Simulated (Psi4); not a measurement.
C$_{2}$H$_{7}$O (SMILES C[OH+]C), charge +1, singlet, at a GFN2-xTB geometry. Base run: B3LYP/3-21G (Psi4).

Here is a job for Psi4.
```
memory 2 GB

molecule {
1 1
  C     1.10967298    0.54922356    0.04860559
  O     0.03350020   -0.26768774   -0.47828916
  C    -1.16420259   -0.25473849    0.33929896
  H     1.40258613    0.23749568    1.05185818
  H     0.76404907    1.58231963    0.06944989
  H     1.95603381    0.47188039   -0.63243928
  H     0.34834441   -1.19130007   -0.56990702
  H    -1.90557419   -0.89344774   -0.13876942
  H    -1.53957651    0.76783903    0.36394651
  H    -0.96668669   -0.60019546    1.35474718
}

set basis 3-21g

energy('b3lyp')
print_variables()
```

Each row names what was changed in the base input (with any setting that the change needs).

```tsv
change	ΔE vs base (µEh)	SCF cycles	grid points	basis functions
base	0.0	7	214079	41
e_convergence = 1e-4	0.0	7	214079	41
scf_type = disk_df	0.0	7	214079	41
diis_max_vecs = 3	0.0	8	214079	41
guess = huckel	0.0	8	214079	41
dft_radial_points = 150	0.0	7	424325	41
guess = sap	0.0	8	214079	41
d_convergence = 1e-4	0.0	7	214079	41
dft_spherical_points = 434	0.7	7	307369	41
dft_spherical_points = 110	-114	7	78039	41
ints_tolerance = 1e-8	0.0	7	214079	41
damping_percentage = 50	-5.1	44	214079	41
scf_type = dfdirj+link	-33.4	7	214079	41
```
